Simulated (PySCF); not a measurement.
**NMR data sheet: C2H12Si4**

```
Formula                               : C2H12Si4
SMILES                                : [SiH3][Si]1([SiH3])CC[SiH2]1
Point group of the computed structure : C1
Degrees of unsaturation               : 1
Carbon signals                        : 2
Proton signals                        : 4
```

Molfile (atoms numbered from 1):
```
C2H12Si4
     RDKit          3D

 18 18  0  0  0  0  0  0  0  0999 V2000
    1.3872   -2.1043   -0.2286 Si  0  0  0  0  0  4  0  0  0  0  0  0
    0.4758    0.0199    0.1072 Si  0  0  0  0  0  4  0  0  0  0  0  0
    2.0101    1.7645   -0.0987 Si  0  0  0  0  0  4  0  0  0  0  0  0
   -1.0620    0.2895   -1.0573 C   0  0  0  0  0  0  0  0  0  0  0  0
   -2.2210    0.0067   -0.0830 C   0  0  0  0  0  0  0  0  0  0  0  0
   -1.3421    0.1559    1.6147 Si  0  0  0  0  0  4  0  0  0  0  0  0
    2.3273   -2.4243    0.8495 H   0  0  0  0  0  0  0  0  0  0  0  0
    0.3931   -3.1804   -0.2521 H   0  0  0  0  0  0  0  0  0  0  0  0
    2.1425   -2.2232   -1.4802 H   0  0  0  0  0  0  0  0  0  0  0  0
    1.4072    3.0975   -0.0279 H   0  0  0  0  0  0  0  0  0  0  0  0
    2.9969    1.6874    0.9813 H   0  0  0  0  0  0  0  0  0  0  0  0
    2.7661    1.7259   -1.3541 H   0  0  0  0  0  0  0  0  0  0  0  0
   -1.1099   -0.3336   -1.9506 H   0  0  0  0  0  0  0  0  0  0  0  0
   -1.1087    1.3241   -1.4016 H   0  0  0  0  0  0  0  0  0  0  0  0
   -3.0677    0.6734   -0.2409 H   0  0  0  0  0  0  0  0  0  0  0  0
   -2.5961   -1.0068   -0.2305 H   0  0  0  0  0  0  0  0  0  0  0  0
   -1.6561    1.4273    2.2825 H   0  0  0  0  0  0  0  0  0  0  0  0
   -1.7512   -0.8932    2.5588 H   0  0  0  0  0  0  0  0  0  0  0  0
  1  2  1  0
  2  3  1  0
  2  4  1  0
  4  5  1  0
  5  6  1  0
  6  2  1  0
  1  7  1  0
  1  8  1  0
  1  9  1  0
  3 10  1  0
  3 11  1  0
  3 12  1  0
  4 13  1  0
  4 14  1  0
  5 15  1  0
  5 16  1  0
  6 17  1  0
  6 18  1  0
M  END
```

Computational details: σ from GIAO-PBE0/pcSseg-1, coordinates at the GFN2-xTB level, in PySCF 2.14 (one conformer, one averaged value for each set of equivalent atoms, non-relativistic Hamiltonian, no solvent).

Shifts are taken against calculated references (same method and geometry level): ¹H and ¹³C and ²⁹Si against TMS.

| carbon | δC, type | δH (multiplicity) | HMBC from (2–3 bonds) | span of the C tensor (ppm) |
| --- | --- | --- | --- | --- |
| C4 | 12.6, CH2 | 1.66 (m) | H17/H18, H7/H8/H9/H10/H11/H12, H15/H16 | 38 |
| C5 | 12.5, CH2 | 1.84 (m) | H17/H18, H13/H14 | 52 |

Other nuclei:
| atoms | nucleus | environment | δ (ppm) | σ (ppm) |
| --- | --- | --- | --- | --- |
| H17/H18 | ¹H | hydrogen on a silicon bonded to C, Si, in a 4-membered ring | 4.70 | 27.01 |
| H7/H8/H9/H10/H11/H12 | ¹H | hydrogen on a silicon bonded to Si | 3.69 | 28.03 |
| Si6 | ²⁹Si | silicon bonded to C, Si, 2 H, in a 4-membered ring | -46.7 | 395.9 |
| Si2 | ²⁹Si | silicon bonded to C, 3 Si, in a 4-membered ring | -60.9 | 410.1 |
| Si1/Si3 | ²⁹Si | silicon bonded to Si, 3 H | -109.5 | 458.7 |

Carbon types of the structure: 2 × CH2, leaving 8 H on heteroatoms. δC 12.6, 12.5: sp3 CH2 bonded to Si. δH 4.70: hydrogen on a silicon bonded to C, Si, in a 4-membered ring. δH 3.69: hydrogen on a silicon bonded to Si. δH 1.84, 1.66: hydrogen on an sp3 CH2 bonded to Si.

Shifts are as computed. Against solution values, carbons near 30 ppm lie about +3 ppm off and those near 130 ppm about +5 ppm. Of 1211 compounds with measured shifts, 218 miss one by over three times the rms of a fit or turn the order of signals round; such compounds aren't used in these exercises. No couplings were computed; multiplicities are counted from neighbouring protons, with m where these are inequivalent, close in shift, in a saturated or five-membered ring or joined by F or P, and br s for small geminal =CH2 splittings.
